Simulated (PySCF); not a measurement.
F6Mo, multiplicity 1. Atoms are numbered in the order given.

```xyz
7

Mo     0.0000     0.0000     0.0000
F      0.0000     1.8285     0.0000
F      0.0000    -1.8285     0.0000
F      0.0000     0.0000    -1.8285
F      1.8285     0.0000     0.0000
F     -1.8285     0.0000     0.0000
F      0.0000     0.0000     1.8285
```

The structure is a stationary point at B3LYP-D3(BJ)/def2-SVP. The spin state was assumed, not searched. The isomer is the one that the SMILES or the coordinates give; other isomers of the formula were not compared. The def2 effective core potentials stand for the cores of Mo; spin–orbit coupling is left out.

These are PBE/def2-TZVP (PySCF) values and carry that method's errors.

ESP charges are fitted to the potential on shells at 1.4 to 2.0 van der Waals radii. Atomic charges (e):

| atom | ESP fit | Löwdin |
|---|---|---|
| Mo1 | 1.30 | 0.84 |
| F2 | -0.22 | -0.14 |
| F3 | -0.22 | -0.14 |
| F4 | -0.22 | -0.14 |
| F5 | -0.22 | -0.14 |
| F6 | -0.22 | -0.14 |
| F7 | -0.22 | -0.14 |
